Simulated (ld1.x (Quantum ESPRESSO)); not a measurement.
# u(r) = r·R(r): atom against pseudo-atom (N)

Columns: radius, all-electron u(r) and pseudo u(r) of the 2p shell (level -37.56 eV) of nitrogen in the configuration [He] 2s2 2p1; BLYP, scalar-relativistic, TM scheme, ld1.x (Quantum ESPRESSO) 7.5.

```tsv
r (bohr)	all-electron	pseudo
0.072	0.0527	0.0233
0.145	0.1687	0.0917
0.217	0.3034	0.1959
0.290	0.4381	0.3270
0.362	0.5581	0.4671
0.435	0.6616	0.6055
0.507	0.7442	0.7258
0.580	0.8089	0.8222
0.652	0.8551	0.8883
0.725	0.8856	0.9266
0.798	0.9013	0.9401
0.870	0.9043	0.9351
0.942	0.8969	0.9176
1.015	0.8807	0.8923
1.088	0.8575	0.8627
1.160	0.8294	0.8312
1.232	0.7975	0.7978
1.305	0.7622	0.7622
1.378	0.7251	0.7251
1.450	0.6875	0.6875
1.522	0.6495	0.6495
1.595	0.6111	0.6111
1.668	0.5734	0.5734
1.740	0.5370	0.5370
1.812	0.5019	0.5019
1.885	0.4676	0.4676
```

Task: How many radial nodes do the two functions have?

Result: The all-electron 2p function has n − l − 1 = 0; the pseudo-wave has 0.

Task: At about which radius was the pseudo-wave matched?

Result: 1.40 bohr. The columns agree to 0.0005 from 1.23 bohr on; several derivatives are matched, so the curves merge somewhat inside the radius.

Task: Where does each function peak?

Result: Outermost all-electron maximum near 0.87 bohr, pseudo maximum near 0.80 bohr (to the table’s step).

Task: Is the pseudo-wave norm-conserving?

Result: Yes: the TM scheme keeps the norm inside the radius equal to the all-electron one, which fixes the energy derivative of the logarithmic derivative at the level.
